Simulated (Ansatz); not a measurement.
Cost and result for the atomization energy of `[GeH3][CH]1C[SiH2]1` (12 atoms, 12 bonds).

| atom | x (Å) | y (Å) | z (Å) |
| --- | --- | --- | --- |
| Ge1 | -0.497 | 1.249 | 1.172 |
| C2 | 0.248 | -0.382 | 0.441 |
| C3 | 1.094 | -0.296 | -0.854 |
| Si4 | -0.497 | -1.211 | -1.033 |
| H5 | -1.588 | 0.929 | 2.209 |
| H6 | 0.594 | 2.110 | 1.840 |
| H7 | -1.116 | 2.063 | 0.020 |
| H8 | 0.653 | -1.045 | 1.202 |
| H9 | 1.194 | 0.686 | -1.308 |
| H10 | 2.028 | -0.849 | -0.853 |
| H11 | -1.637 | -0.569 | -1.721 |
| H12 | -0.476 | -2.686 | -1.114 |

The species carries charge 0 and has multiplicity 1. Correlated methods include outer-core shells of Ge, which these sets cover unevenly. Scalar relativity is left out up to krypton. The structure was optimised at the PBE0-D4/def2-TZVP level. Program: Ansatz. All runs use 4 threads of an Intel Xeon 6975P-C on a shared host. Times are those of one run each, without the atoms' runs, and a repeat can differ threefold. Electronic energies, without spin–orbit coupling; frozen cores. CCSD(T)/CBS adds CCSD(T) − MP2 in def2-TZVPP to the MP2 limit, and its time is that of the two runs behind it. T1 = 0.011. With those shells the extrapolation isn't a true limit. B3LYP takes the VWN-RPA correlation (the form of Gaussian; ORCA's B3LYP/G). HSE06 is the plane-wave form, built on full-range PBE exchange.

CCSD(T)/CBS is a level of theory with its own doubt, some kJ/mol a heavy atom from the limit and from the frozen cores, so smaller differences don't rank the functionals.

| level | functions | wall time |
| --- | --- | --- |
| revPBE-D4/def2-TZVPP | 264 | 1.2 s |
| PBE-D4/def2-TZVPP (with forces) | 264 | 1.4 s |
| BHLYP-D4/def2-TZVPP | 264 | 1.9 s |
| PBE0-D4/def2-TZVPP | 264 | 2 s |
| HSE06-D4/def2-TZVPP | 264 | 2.2 s |
| CAM-B3LYP-D4/def2-TZVPP | 264 | 2.3 s |
| B3LYP-D4/def2-TZVPP (with forces) | 264 | 3 s |
| B2PLYP/def2-TZVPP | 264 | 3.4 s |
| CCSD(T)/def2-SVP | 118 | 3.5 s |
| ωB97X-V/def2-TZVPP | 264 | 4.6 s |
| MP2/def2-QZVPP | 513 | 16 s |
| CCSD(T)/def2-TZVPP | 264 | 48 s |
| CCSD(T)/CBS(def2) | – | 64 s |

Question: What atomization energy does each give, and how far from CCSD(T)/CBS? (An estimate is asked.)

Answer: Computed: 
```json
{"level": "revPBE-D4/def2-TZVPP", "atomization (kJ/mol)": "3911.2", "difference from CCSD(T)/CBS": "-63.6", "per bond": "-5.3"}
{"level": "PBE-D4/def2-TZVPP (with forces)", "atomization (kJ/mol)": "3986.2", "difference from CCSD(T)/CBS": "11.4", "per bond": "0.9"}
{"level": "BHLYP-D4/def2-TZVPP", "atomization (kJ/mol)": "3887.1", "difference from CCSD(T)/CBS": "-87.7", "per bond": "-7.3"}
{"level": "PBE0-D4/def2-TZVPP", "atomization (kJ/mol)": "3960.3", "difference from CCSD(T)/CBS": "-14.5", "per bond": "-1.2"}
{"level": "HSE06-D4/def2-TZVPP", "atomization (kJ/mol)": "3961.4", "difference from CCSD(T)/CBS": "-13.4", "per bond": "-1.1"}
{"level": "CAM-B3LYP-D4/def2-TZVPP", "atomization (kJ/mol)": "3970.6", "difference from CCSD(T)/CBS": "-4.2", "per bond": "-0.4"}
{"level": "B3LYP-D4/def2-TZVPP (with forces)", "atomization (kJ/mol)": "3951.2", "difference from CCSD(T)/CBS": "-23.6", "per bond": "-2.0"}
{"level": "B2PLYP/def2-TZVPP", "atomization (kJ/mol)": "3912.1", "difference from CCSD(T)/CBS": "-62.7", "per bond": "-5.2"}
{"level": "CCSD(T)/def2-SVP", "atomization (kJ/mol)": "3757.9", "difference from CCSD(T)/CBS": "-216.9", "per bond": "-18.1"}
{"level": "ωB97X-V/def2-TZVPP", "atomization (kJ/mol)": "3990.9", "difference from CCSD(T)/CBS": "16.1", "per bond": "1.3"}
{"level": "MP2/def2-QZVPP", "atomization (kJ/mol)": "3947.6", "difference from CCSD(T)/CBS": "-27.2", "per bond": "-2.3"}
{"level": "CCSD(T)/def2-TZVPP", "atomization (kJ/mol)": "3891.2", "difference from CCSD(T)/CBS": "-83.6", "per bond": "-7.0"}
{"level": "CCSD(T)/CBS(def2)", "atomization (kJ/mol)": "3974.8", "difference from CCSD(T)/CBS": "0.0", "per bond": "0.0"}
```

In def2-TZVPP, CCSD(T) changes the Hartree–Fock value by +945.6 kJ/mol (the triples alone add +49.1 kJ/mol) and MP2 by +953.0 kJ/mol; breaking electron pairs costs correlation energy, which Hartree–Fock lacks. Leaving LDA and LC-ωPBE aside and taking each functional with its dispersion term where it has one, the values, not all of them listed here, spread over 114.7 kJ/mol, from BHLYP-D4 to B97M-V. LDA lies +512.7 kJ/mol from PBE without D4, its usual overbinding. At CCSD(T), def2-SVP lies −216.9 kJ/mol from the extrapolated value and def2-TZVPP −83.7 kJ/mol: correlation converges slowly with the basis, and small sets miss more of it in the bonded molecule than in its fragments.

For some Ge, Se and Sn compounds the MP2-based and the directly extrapolated limit differ by 10 to 25 kJ/mol.
